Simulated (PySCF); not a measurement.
## Electron correlation in Sn⁺ (tin, charge +1)

[Kr] 4d10 5s2 5p1, 2P determinant. All numbers are calculated (PySCF 2.14, scalar relativity through the core potential, in def2-TZVP with the def2 core potential (28 electrons) (6s5p3d2f, 50 functions)). Frozen: 4s2 4p6 4d10; 3 electrons correlated.

MP2 pair energies summed by pair of shells (mhartree):

```json
{"pair": "5s-5s", "energy": "-18.39", "share (%)": "57.1"}
{"pair": "5s-5p", "energy": "-13.84", "share (%)": "42.9"}
```

Total MP2 correlation energy: -32.23 mhartree.

Same-spin part -2.20 and opposite-spin part -30.03 mhartree; SCS-MP2 scales them by 1/3 and 6/5 to -36.77 mhartree.

| level | correlation energy (mhartree) |
| --- | --- |
| CCSD | -44.01 |
| (T) | -0.65 |
| CCSD(T) | -44.66 |

Diagnostics: T1 = 0.010, D1 = 0.0240, largest double amplitude 0.093.

Cost of the coupled-cluster step: 0.62 s of wall time on 1 thread of Intel(R) Xeon(R) Platinum 8375C CPU @ 2.90GHz (shared host), for 3 correlated electrons.
